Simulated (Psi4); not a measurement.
Pair of molecules: N2 (SMILES N#N) (first 2 atoms) with GeH4 (SMILES [GeH4]); geometry from B3LYP-D3(BJ)/def2-TZVP.
(charge 0, multiplicity 1):
```xyz
7

N     -0.44037     0.51232     0.14199
N     -0.11509     1.18972    -0.64870
Ge     0.10996    -0.34120     3.60034
H      1.33432     0.26691     2.90036
H      0.44345    -0.59419     5.07892
H     -0.26102    -1.66832     2.92419
H     -1.07136     0.63474     3.50305
```

These are SAPT0/aug-cc-pVDZ in Psi4 values and carry that method's errors.

### Question
Which attractive term is largest, and how does the interaction split up?

### Answer
electrostatics -0.42, exchange 0.96, induction -0.11, dispersion -1.04, total -0.60 kcal/mol; the largest attraction is dispersion.
